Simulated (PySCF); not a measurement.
CrO₂F, SMILES [O]=[Cr+](=[O])[F], charge +1, multiplicity 1. Coordinates come from a PBE0-D3(BJ)/def2-SVP optimisation. The spin state was assumed, not searched. The isomer is the one that the SMILES or the coordinates give; other isomers of the formula were not compared.

The numbers are results of PBE0-D3(BJ)/def2-SVP run with PySCF, not measurements.

Harmonic wavenumbers (cm⁻¹): 262, 306, 478, 871, 1194, 1210. Rotational constants (GHz): 9.453, 7.168, 4.563; symmetry number 1.

Task: Work out the zero-point energy and the ideal-gas rigid-rotor harmonic-oscillator thermochemistry at 298.15 K and 1 atm.

Result: ZPE = ½ Σ hcν = ½ × 4320 cm⁻¹ = 6.18 kcal/mol. H − E(el) = 9.31 kcal/mol. Entropy in cal/(mol K): translation 39.81, rotation 24.46, vibration 3.99, total 68.25. G − E(el) = -11.04 kcal/mol. Cp = 13.60 cal/(mol K).
